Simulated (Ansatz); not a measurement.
Molecule: CTa (charge 0, quartet). The spin state was set by rule; other spins were not relaxed. 
Geometry from a B3LYP-D3(BJ)/def2-TZVP (Ansatz, an electronic-structure program) optimisation:
```xyz
2

Ta     0.0000     0.0000    -0.1349
C      0.0000     0.0000     1.6416
```
Charge 0, spin multiplicity 4.

Basis-set convergence of Hartree-Fock and CCSD(T) correlation energies (hartree) with Ansatz. Valence correlation only, unless marked. UHF or UKS for open shells. No spin-orbit coupling. Frozen are the shells of the preceding noble gas and the d and f shells that filled before the atom's block. In def2 rows, elements after Kr have scalar-relativistic effective core potentials.

The UHF reference is spin-contaminated (<S^2> 0.58 over the pure value in the largest basis). The T1 diagnostic of CCSD in the largest basis is 0.096, which is high, so the coupled-cluster rows are less sure than usual.

```
basis       functions      E(HF)  E(corr, CCSD(T))
----------  ---------  ---------  ----------------
def2-SVP           46  -93.99078          -0.23003
def2-TZVPP         87  -94.05028          -0.27101
def2-QZVPP        138  -94.05318          -0.28254
```

Extrapolating the two largest sets (X = 3 and 4) as X^-3: E(corr) = (64·(-0.28254) - 27·(-0.27101))/37 = -0.2910 Eh, an estimate of the basis-set limit. The largest set recovers 97.1 % of it, the smallest 79.1 %.
